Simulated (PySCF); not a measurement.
PbH4: one-bond stretch

All numbers come from PBE0/[Pb def2-TZVP with ECP60, H def2-TZVP], scalar-relativistic core potentials, density fitting, no spin–orbit coupling, PySCF.

Rigid scan from the singlet minimum (Pb–H 1.750 Å (×4); H–Pb–H 109.5° (×6)). Coordinate: the bond from Pb to the last atom (H) scaled, the rest fixed. Energies in kJ/mol from the minimum.

(1) Predict the curve at 0.92, 0.96, 1.00, 1.05, 1.12, 1.20, 1.35, 1.55, 1.80, 2.20.

Results:

(1) 
| scale of one bond | E (kJ/mol) | dipole size (D) |
| --- | --- | --- |
| 0.92 | 15.0 | 0.29 |
| 0.96 | 3.4 | 0.14 |
| 1.00 | 0.0 | 0.00 |
| 1.05 | 4.3 | 0.18 |
| 1.12 | 21.1 | 0.44 |
| 1.20 | 49.6 | 0.74 |
| 1.35 | 113.8 | 1.27 |
| 1.55 | 198.9 | – |
| 1.80 | 286.8 | – |
| 2.20 | 380.4 | – |

At long bonds a restricted determinant can lie too high, and another spin state can fall below this curve.

Spin–orbit coupling, left out here, can matter for elements this heavy.

Other isomers or separated fragments may lie lower.
